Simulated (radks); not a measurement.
Question: All-electron atom: the strontium ion Sr27+ in [Ne] 3s1. Calculated with a radial shooting solver on a logarithmic mesh with Libxc functionals: Dirac Kohn-Sham, PBE, spin-unpolarised, spherical densities, point nucleus. Some entries of the table are withheld. Estimate them.

orbital  occ.  eigenvalue (hartree)  <r^2> (bohr^2)  r(max) (bohr)
1s1/2       2             -635.5142        0.002064        0.02552
2s1/2       2                   (1)             (2)         0.1440
2p1/2       2                   (3)         0.02545         0.1125
2p3/2       4                   (4)         0.02673         0.1159
3s1/2       1             -50.06352          0.1941         0.3914
3p1/2       0             -47.89840          0.1810         0.3722
3p3/2       0             -47.25826          0.1863         0.3782
4s1/2       0                   (5)          0.6598         0.7753

Answer: 
(1) 2s1/2 eigenvalue (hartree): -126.5050
(2) 2s1/2 <r^2> (bohr^2): 0.03362
(3) 2p1/2 eigenvalue (hartree): -119.9834
(4) 2p3/2 eigenvalue (hartree): -117.3691
(5) 4s1/2 eigenvalue (hartree): -26.65713
